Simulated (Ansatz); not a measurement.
Isolated molecules relaxed with PBE0-D4/def2-TZVP in Ansatz; ΔE leaves out vibrations. CCSD(T)/CBS is the MP2 limit (def2-TZVPP, def2-QZVPP) plus CCSD(T) − MP2 in def2-TZVPP, frozen cores. This one scheme is used for every species. DFT in def2-TZVPP. B3LYP here is the variant with VWN-RPA as its local correlation; programs differ in this. Each species was taken in one conformer, which may not be the lowest.

Reaction (substitution at a C–O bond): `OC(O)O[SiH3]` + `N[SiH3]` → `OC(O)N[SiH3]` + `O[SiH3]`

Is it downhill or uphill in electronic energy at CCSD(T)/CBS, and by how much? (Best estimate.)

Ansatz gave: Uphill: ΔE = +0.04 eV.

What do these levels give: PBE-D4, r2SCAN-D4, PBE0-D4, B3LYP-D4, B2PLYP, r2SCAN, B3LYP, MP2/def2-TZVPP, CCSD/def2-TZVPP, HF/def2-QZVPP, HF/CBS(def2), CCSD/CBS(def2)? (Estimate.)

The calculation gave: PBE-D4 0.05, r2SCAN-D4 0.08, PBE0-D4 0.05, B3LYP-D4 0.07, B2PLYP 0.06, r2SCAN 0.08, B3LYP 0.07, MP2/def2-TZVPP 0.02, CCSD/def2-TZVPP 0.06, HF/def2-QZVPP 0.12, HF/CBS(def2) 0.12, CCSD/CBS(def2) 0.04 eV.

Largest T1 diagnostic among the species: 0.012.

In def2-TZVPP, CCSD(T) changes the Hartree–Fock value by −0.07 eV (the triples alone add −0.00 eV) and MP2 by −0.10 eV.
